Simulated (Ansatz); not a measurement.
Input file for Ansatz (a program for electronic structure): U-PBE/def2-TZVPP on CdFH (SMILES [F][CdH]), a point of a bond scan (R = 1.472 Å). Elements past Kr take the def2 small-core potentials; no spin–orbit coupling.

Ansatz 0.2 input:
```yaml
crystal:
  periodic: [false, false, false]
  atoms:
    - {symbol: Cd, position_ang: [-0.00000000, -0.00000000, -0.27480080]}
    - {symbol: H, position_ang: [-0.00000000, -0.00000000, -1.74638962]}
    - {symbol: F, position_ang: [0.00000000, 0.00000000, 1.67781534]}
basis:
  gaussian:
    orbitals: def2-TZVPP
hamiltonian:
  xc: {name: PBE}
magnetization: {spin_polarized: true, initial_magnetization: 0}
```

The head of its log:

```
WARN ansatz: RAYON_NUM_THREADS=1 ignored (pool sized by the plan → 1); use --threads N
Functional definition: PBE
integrals: 0.02 GiB planned
597 factors; their error is unknown
mean field: 0.27 GiB planned
mean field evaluation 1: about -7292.5202 eV, gradient 3.8e1 eV
mean field evaluation 2: about -7170.4583 eV, gradient 1.7e2 eV
```

Problem. What total energy does the run end on?

Solution. -268.1626 hartree.
